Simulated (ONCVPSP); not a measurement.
# Building the ONCV potential for tellurium (Te) (Wu-Cohen, scalar-relativistic).

ONCVPSP 4.0.1 was run on this input:

```
# ATOM AND REFERENCE CONFIGURATION
# atsym  z   nc   nv     iexc    psfile
  Te 52.00    9    2  -118130      upf
#
#   n    l    f
    1    0    2.00
    2    0    2.00
    2    1    6.00
    3    0    2.00
    3    1    6.00
    3    2   10.00
    4    0    2.00
    4    1    6.00
    4    2   10.00
    5    0    2.00
    5    1    4.00
#
# PSEUDOPOTENTIAL AND OPTIMIZATION
# lmax
    2
#
#   l,   rc,      ep,       ncon, nbas, qcut
    0    1.95    0.00    3    6    3.60
    1    2.25    0.00    4    8    3.50
    2    2.35    0.06    3    6    3.50
#
# LOCAL POTENTIAL
# lloc, lpopt,  rc(5),   dvloc0
    4    5    1.30    0.00
#
# VANDERBILT-KLEINMAN-BYLANDER PROJECTORs
# l, nproj, debl
    0    1    1.80
    1    2    3.70
    2    1    1.10
#
# MODEL CORE CHARGE
# icmod, fcfact, rcfact
    0    0.00    0.00
#
# LOG DERIVATIVE ANALYSIS
# epsh1, epsh2, depsh
   -2.00    5.00    0.02
#
# OUTPUT GRID
# rlmax, drl
    6.00    0.01
#
# TEST CONFIGURATIONS
# ncnf
    4
# nvcnf
#   n    l    f
    2
    5    0    2.00
    5    1    3.00
#
    2
    5    0    2.00
    5    1    2.00
#
    2
    5    0    2.00
    5    1    1.00
#
    2
    5    0    2.00
    5    1    3.50
#
```

Command:

```bash
oncvpsp.x < Te.dat > Te.out
```

The program printed (shortened: citation, most of the input echo, consistency checks and plot data are left out):

```
ONCVPSP  (Optimized Norm-Conservinng Vanderbilt PSeudopotential)
scalar-relativistic version 4.0.1

#   n    l    f        energy (Ha)
    1    0    2.00    -1.1622052E+03
    2    0    2.00    -1.7822079E+02
    2    1    6.00    -1.6001614E+02
    3    0    2.00    -3.5458786E+01
    3    1    6.00    -2.9540528E+01
    3    2   10.00    -2.0581859E+01
    4    0    2.00    -6.0344312E+00
    4    1    6.00    -4.1994181E+00
    4    2   10.00    -1.5279762E+00
    5    0    2.00    -5.5716794E-01
    5    1    4.00    -2.1931720E-01

Reference configufation results
  iterations    26
  all-electron total energy (Ha)   -6.79370683D+03

Begin loop to  construct optimized pseudo wave functions
and semi-local pseudopoentials for all angular momenta

Calculating optimized projector #   1

 for l=   0

    Fraction of norm inside rc  0.472594
    Optimizing pswf for qcut=   3.60 a_B^-1,  ecut=   6.49 Ha
    Residual kinetic energy error=  1.80D-03 Ha

    Energy error per electron        Cutoff
         Ha          eV             Ha
         0.01000     0.27211        4.88
         0.00100     0.02721        7.95
         0.00010     0.00272       23.66
         0.00001     0.00027       49.47

   Wellstate for l =  1  n =  8
     eigenvalue =   3.4807
     asymptotic potential =   3.9807
     half-point radius =  4.3397

Calculating optimized projector #   1

 for l=   1

    Fraction of norm inside rc  0.388868
    Optimizing pswf for qcut=   3.49 a_B^-1,  ecut=   6.10 Ha
    Residual kinetic energy error=  1.14D-03 Ha

    Energy error per electron        Cutoff
         Ha          eV             Ha
         0.01000     0.27211        1.88
         0.00100     0.02721        6.45
         0.00010     0.00272       32.76
         0.00001     0.00027       40.91

Calculating optimized projector #   2

 for l=   1

    Fraction of norm inside rc  0.114249
    Optimizing pswf for qcut=   3.49 a_B^-1,  ecut=   6.10 Ha
    Residual kinetic energy error=  6.06D-02 Ha

    Energy error per electron        Cutoff
         Ha          eV             Ha
         0.01000     0.27211        9.35
         0.00100     0.02721       40.67
         0.00010     0.00272       51.49
         0.00001     0.00027       58.11

   Wellstate for l =  2  n =  5
     eigenvalue =   0.0600
     asymptotic potential =   0.5600
     half-point radius = 18.3840

Calculating optimized projector #   1

 for l=   2

    Fraction of norm inside rc  0.025455
    Optimizing pswf for qcut=   3.49 a_B^-1,  ecut=   6.10 Ha
    Residual kinetic energy error=  5.01D-05 Ha

    Energy error per electron        Cutoff
         Ha          eV             Ha
         0.01000     0.27211        0.94
         0.00100     0.02721        1.94
         0.00010     0.00272        4.43
         0.00001     0.00027       22.78

Construct Vanderbilt / Kleinmman-Bylander projectors

B matrix Hermiticity error, ll=   1
   1   2    1.8325E-04

  Orthonormal projector coefficients  7.8724E+00  1.2533E+00

Pseudoatom total energy   -8.086517

Diagnostic tests using Vanderbilt-Kleinman-Bylander pseudopotentials
  1 or more projectors used as specified by nproj input data

   l    rcore       rmatch      e in        delta e   norm test  slope test

   0   1.9527258   2.0120148  -0.5571679   0.0000343   1.0000088   1.0002478

   1   2.2542019   2.3226443  -0.2193172  -0.0000007   1.0000176   1.0000343
   1   2.2542019   2.3226443   3.4806828   0.0000637   1.0034177   1.0034177

   2   2.3505997   2.4219690   0.0600000  -0.0001722   1.0000165   1.0000165

 Testing for bound ghosts
   n   l    E NL Schr. Eq   E Basis Diag.   E Cutoff

       0                       -4.513545     19.95  WARNING - GHOST(-)
   1   0       -0.557134       -0.556137     19.95

   2   1       -0.219318       -0.216444     59.27

 Testing for highly-localized positive-energy ghosts
       l    <radius>/rc     E Basis Diag.   E Cutoff

       1        0.263806        3.530407     59.27  WARNING - GHOST(+)

Test configuration 0

   n   l     f        eae           eps        diff
   1   0  2.0000-1162.20515063
   2   0  2.0000 -178.22078977
   2   1  6.0000 -160.01614050
   3   0  2.0000  -35.45878573
   3   1  6.0000  -29.54052754
   3   2 10.0000  -20.58185898
   4   0  2.0000   -6.03443125
   4   1  6.0000   -4.19941806
   4   2 10.0000   -1.52797624
   5   0  2.0000   -0.55716794   -0.55713361    3.43D-05
   5   1  4.0000   -0.21931720   -0.21931787   -6.66D-07

    Total energies and differences
      AE_ref= -6.79370683D+03  AE_tst= -6.79370683D+03  dif=  0.00D+00
      PS_ref= -8.08651690D+00  PS_tst= -8.08651690D+00  dif= -5.33D-15
      PSP excitation error=  5.33D-15

Test configuration 1

   n   l     f        eae           eps        diff
   1   0  2.0000-1162.54264453
   2   0  2.0000 -178.55665836
   2   1  6.0000 -160.35220886
   3   0  2.0000  -35.79394156
   3   1  6.0000  -29.87570062
   3   2 10.0000  -20.91702425
   4   0  2.0000   -6.36818029
   4   1  6.0000   -4.53298584
   4   2 10.0000   -1.86051075
   5   0  2.0000   -0.86485836   -0.86488548   -2.71D-05
   5   1  3.0000   -0.50467072   -0.50486809   -1.97D-04

    Total energies and differences
      AE_ref= -6.79370683D+03  AE_tst= -6.79334812D+03  dif=  3.59D-01
      PS_ref= -8.08651690D+00  PS_tst= -7.72762908D+00  dif=  3.59D-01
      PSP excitation error= -1.77D-04

Test configuration 2

   n   l     f        eae           eps        diff
   1   0  2.0000-1162.93234117
   2   0  2.0000 -178.94323695
   2   1  6.0000 -160.73915424
   3   0  2.0000  -36.17909405
   3   1  6.0000  -30.26088358
   3   2 10.0000  -21.30220717
   4   0  2.0000   -6.75037104
   4   1  6.0000   -4.91476368
   4   2 10.0000   -2.24023391
   5   0  2.0000   -1.20712009   -1.20718213   -6.20D-05
   5   1  2.0000   -0.82283402   -0.82340224   -5.68D-04

    Total energies and differences
      AE_ref= -6.79370683D+03  AE_tst= -6.79268688D+03  dif=  1.02D+00
      PS_ref= -8.08651690D+00  PS_tst= -7.06584801D+00  dif=  1.02D+00
      PSP excitation error= -7.22D-04

Test configuration 3

   n   l     f        eae           eps        diff
   1   0  2.0000-1163.36605961
   2   0  2.0000 -179.37215684
   2   1  6.0000 -161.16862811
   3   0  2.0000  -36.60575068
   3   1  6.0000  -30.68758543
   3   2 10.0000  -21.72892317
   4   0  2.0000   -7.17224529
   4   1  6.0000   -5.33594972
   4   2 10.0000   -2.65821477
   5   0  2.0000   -1.57509444   -1.57493717    1.57D-04
   5   1  1.0000   -1.16543302   -1.16642953   -9.97D-04

    Total energies and differences
      AE_ref= -6.79370683D+03  AE_tst= -6.79169476D+03  dif=  2.01D+00
      PS_ref= -8.08651690D+00  PS_tst= -6.07266570D+00  dif=  2.01D+00
      PSP excitation error= -1.78D-03

Test configuration 4

   n   l     f        eae           eps        diff
   1   0  2.0000-1162.36663368
   2   0  2.0000 -178.38163342
   2   1  6.0000 -160.17706452
   3   0  2.0000  -35.61935369
   3   1  6.0000  -29.70110256
   3   2 10.0000  -20.74242956
   4   0  2.0000   -6.19447062
   4   1  6.0000   -4.35939246
   4   2 10.0000   -1.68755211
   5   0  2.0000   -0.70594607   -0.70593736    8.71D-06
   5   1  3.5000   -0.35721500   -0.35729088   -7.59D-05

    Total energies and differences
      AE_ref= -6.79370683D+03  AE_tst= -6.79356317D+03  dif=  1.44D-01
      PS_ref= -8.08651690D+00  PS_tst= -7.94280237D+00  dif=  1.44D-01
      PSP excitation error= -5.50D-05
```

Note: ghosts flagged at negative energy: s at -122.8 eV; GHOST(+) flagged for p at 96.1 eV. A true bound ghost makes a file unfit for plane-wave use.

The run took about 4.1 s on one core of a shared server CPU.
